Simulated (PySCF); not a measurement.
How methods differ on the excitation energy of K

K [Ar] 4s1 (2S) → K [Ar] 4p1 (2P), as a difference of total energies. Calculation: PySCF 2.14, in dyall-av2z (17s13p2d, 66 functions); no relativity, point nucleus. The calculations carry no spin-orbit coupling.

**Question.** Order these methods by the excitation energy they give, lowest first.
A. BLYP
B. LDA
C. r2SCAN
D. PBE

**Answer.** C (1.349 eV), D (1.377 eV), A (1.444 eV), B (1.520 eV).

These non-relativistic numbers lack the scalar-relativistic shift.

For comparison: 1.615 eV (measured; NIST levels, between the centres of gravity of the two terms).
